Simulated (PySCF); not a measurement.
## Computed structure and properties of LuCl3(NH3)

System: LuCl3(NH3) (singlet); start: template (C3v). Method: PySCF 2.14.0, RKS PBE0, Lu def2-SVP with ECP28, Cl def2-SVP, N def2-SVP, H def2-SVP; non-relativistic Hamiltonian with scalar-relativistic core potentials where named; density fitting; no spin-orbit coupling.

Input of the relaxation:

```python
mol = gto.M(atom='''
Lu    -0.09031     0.09031    -0.09031
Cl     1.38359     1.56421     1.38359
Cl    -1.56421    -1.38359     1.38359
Cl     1.38359    -1.38359    -1.56421
N     -1.50191     1.50191    -1.50191
H     -2.11511     2.11511    -0.96491
H     -0.96491     2.11511    -2.11511
H     -2.11511     0.96491    -2.11511''',
    basis={'Lu': 'def2-SVP', 'Cl': 'def2-SVP', 'N': 'def2-SVP', 'H': 'def2-SVP'},
    ecp={'Lu': 'def2-SVP'},
    charge=0, spin=0)
mf = dft.RKS(mol, xc='PBE0')
mf.grids.atom_grid = (50, 194)  # f atoms: unpruned, at least (60, 302)
mf = mf.density_fit()  # fitting sets: Lu def2-universal-JKFIT, Cl def2-universal-JKFIT, N def2-universal-JKFIT, H def2-universal-JKFIT
mf.conv_tol = 1e-08; mf.max_cycle = 55
mf.kernel(dm0)  # dm0: converged density of the start geometry
# quasi-Newton relaxation in Cartesian coordinates to a largest gradient under 0.00045 Eh/bohr, steps kept in the point group
```

Run from Python with OMP_NUM_THREADS=4; the lines above give its settings. Where DIIS fails, smearing, a level shift and second-order steps follow.
It took 68 s on 4 threads of Arm Neoverse V1 (shared host), from the converged density of the start.

Course of the relaxation:

```tsv
step	energy above end (eV)	largest force component within the symmetry (eV/Å)
0	0.6063	1.109
1	0.2568	0.618
2	0.0937	0.242
3	0.0694	0.139
4	0.0196	0.118
5	0.0067	0.127
6	0.0005	0.039
7	0.0000	0.012
8	0.0000	0.009
```

Relaxed geometry (C3v):

```xyz
8

Lu    0.0040   -0.0040    0.0040
Cl    1.1415    1.7846    1.1415
Cl   -1.7846   -1.1415    1.1415
Cl    1.1415   -1.1415   -1.7846
N    -1.3552    1.3552   -1.3552
H    -1.9640    1.9640   -0.8036
H    -0.8036    1.9640   -1.9640
H    -1.9640    0.8036   -1.9640
```

```csv
contact,Å
Lu1–Cl2 (Cl),2.406
Lu1–Cl3 (Cl),2.406
Lu1–Cl4 (Cl),2.406
Lu1–N5 (NH3),2.354
```

On the finer grid (75, 302):

* HOMO: -8.34 eV
* LUMO: -0.94 eV
* Dipole about the centre of mass: 5.93 D
* Set of Mulliken populations of Lu1 outside the core potential: s 4.38, p 12.56, d 11.21, f 14.05
* D3(BJ) dispersion energy (not in the energies): -0.218 eV

```
atom  Mulliken (e)  Löwdin (e)  spin (e)
 Lu1          0.80       -0.34      0.00
 Cl2         -0.36       -0.02      0.00
 Cl3         -0.36       -0.02      0.00
 Cl4         -0.36       -0.02      0.00
  N5         -0.28        0.05      0.00
  H6          0.18        0.12      0.00
  H7          0.18        0.12      0.00
  H8          0.18        0.12      0.00
```

On the grid (50, 194), as all that follows. Harmonic modes: a minimum; lowest 72 cm⁻¹ (negative: unstable), highest 3604 cm⁻¹, zero-point energy 1.124 eV.

Taking off one Cl (charge -1, singlet; the rest: singlet) in vacuum, both parts rigid, costs 9.10 eV; the small basis without counterpoise inflates it. Most of it is the attraction of opposite charges; other ways to part are cheaper, and one spin state was tried for the rest.

Rigid scan of Cl along the line from its metal, all other atoms held (where the atom bridges, its other bond changes as well):

| distance to Cl2 (Å) | energy (eV) |
| --- | --- |
| 2.11 | 0.850 |
| 2.21 | 0.325 |
| 2.31 | 0.070 |
| 2.41 | 0.000 |
| 2.51 | 0.053 |
| 2.61 | 0.188 |
| 2.81 | 0.600 |
| 3.11 | 1.363 |
| 3.51 | 2.367 |
| 4.01 | 3.407 |

Taking off one NH3 (charge 0, singlet; the rest: singlet) in vacuum, both parts rigid, costs 1.94 eV; the small basis without counterpoise inflates it.

Rigid scan of NH3 along the line from its metal, all other atoms held (where the atom bridges, its other bond changes as well):

```
distance to N5 (Å)  energy (eV)
              2.05        0.483
              2.15        0.181
              2.25        0.038
              2.35        0.000
              2.45        0.030
              2.55        0.103
              2.75        0.314
              3.05        0.665
              3.45        1.060
              3.95        1.391
```

One start shape was tried, so this needn't be the lowest isomer.
